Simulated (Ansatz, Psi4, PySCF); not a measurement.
dimethyl selenide (C2H6Se), singlet, geometry from GFN2-xTB. Base run: BLYP/cc-pVDZ in PySCF.

The PySCF input:
```python
from pyscf import gto, scf, dft

mol = gto.Mole()
mol.atom = '''
    C     1.427456   -0.352530    0.804101
    Se    0.018572    0.177668   -0.439477
    C    -1.491744   -0.262468    0.717145
    H     1.320476   -1.409446    1.036687
    H     2.381536   -0.173149    0.317011
    H     1.351604    0.247522    1.707869
    H    -1.464083   -1.323538    0.953742
    H    -2.402307   -0.025560    0.174512
    H    -1.432956    0.333430    1.624923
'''
mol.basis = 'cc-pvdz'
mol.charge = 0
mol.spin = 0
mol.verbose = 4
mol.build()

mf = dft.RKS(mol)
mf.xc = 'blyp'
mf.kernel()
```

The same geometry, method and basis name were run in Ansatz (a first-principles code) and Psi4 and PySCF, at each program's defaults and at the settings that a row names. The base is PySCF at its defaults. Differences at the defaults can come from grids, fitting, cores and function types together.

| code and settings | ΔE vs base (µEh) | basis functions | E (Eh) | SCF cycles | dipole (D) |
|---|---|---|---|---|---|
| PySCF, defaults (exact integrals, its default grid, spherical functions) | 0.0 | 85 | -2481.31399 | 9 | 1.33 |
| Psi4, defaults (density fitting with its default set, its default grid, spherical functions) | ? | 85 | ? | 9 | 1.33 |
| Ansatz, defaults (factorised integrals, its default grid, spherical functions) | -2.2 | 85 | -2481.31399 | - | - |
| PySCF, density fitting with def2-universal-jkfit | ? | 85 | ? | 9 | 1.33 |
| PySCF, fine grid | -1.6 | 85 | -2481.31399 | 9 | 1.33 |
| Psi4, exact integrals, spherical functions, fine grid | -2.0 | 85 | -2481.31399 | 11 | 1.33 |
| Ansatz, high accuracy | -1.3 | 85 | -2481.31399 | - | - |

Q: Fill in the missing entries.

A: 
- Psi4, defaults (density fitting with its default set, its default grid, spherical functions), ΔE vs base (µEh): -188
- Psi4, defaults (density fitting with its default set, its default grid, spherical functions), E (Eh): -2481.31418
- PySCF, density fitting with def2-universal-jkfit, ΔE vs base (µEh): -89.1
- PySCF, density fitting with def2-universal-jkfit, E (Eh): -2481.31408
